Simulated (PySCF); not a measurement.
A run for PySCF: R-HF/3-21G on HF (SMILES F).

```python
from pyscf import gto, scf, dft, mp
from pyscf.data.elements import chemcore

mol = gto.M(
    atom='''
    F     0.48255518   -0.31717282   -0.34942402
    H     0.35994762   -0.18489023    0.57557568
    ''',
    basis='3-21g',
    charge=0, spin=0, verbose=3, max_memory=1800)
mf = scf.RHF(mol)
mf.conv_tol = 1e-8
mf.max_cycle = 100
mf.kernel()
if not mf.converged:
    mf = mf.newton().run(mf.mo_coeff, mf.mo_occ)
```

Program output:

```
converged SCF energy = -99.4601928767566
```

The run converged.

Cost: about 0.03 core-seconds (a rough figure).
